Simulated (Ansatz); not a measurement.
`CO[B](C)[AlH2]` + H–F → `COB(C)F` + `[AlH3]`  (cleavage of the B–Al bond)

Isolated molecules relaxed with PBE0-D4/def2-TZVP in Ansatz; ΔE leaves out vibrations. CCSD(T)/CBS adds triple-zeta CCSD(T) − MP2 to the extrapolated MP2 energy (def2 sets, frozen cores). This one scheme is used for every species. DFT in def2-TZVPP. Each species was taken in one conformer, which may not be the lowest.

CCSD(T)/CBS gives -183.2 kJ/mol.

Problem. Another level gave -181.8 kJ/mol. Which?
A. PBE0/def2-TZVPP
B. HF/def2-TZVPP
C. CCSD/def2-TZVPP
D. PBE/def2-TZVPP

Solution. A. PBE0 -181.8, PBE -173.8, CCSD/def2-TZVPP -192.7, HF/def2-TZVPP -223.1 kJ/mol.

Largest T1 diagnostic among the species: 0.013.

The D4 term adds +5.8 kJ/mol with B3LYP and +3.4 kJ/mol with PBE0; it sums over pairs of atoms, weighted by their polarisabilities, and B3LYP, whose exchange is more repulsive, gets the larger term. In def2-TZVPP, CCSD(T) changes the Hartree–Fock value by +35.4 kJ/mol (the triples alone add +5.0 kJ/mol) and MP2 by +32.9 kJ/mol. From PBE to PBE0 (25 % exact exchange), in def2-TZVPP and without D4, ΔE moves by −8.0 kJ/mol.

B3LYP here is the variant with VWN-RPA as its local correlation; programs differ in this.
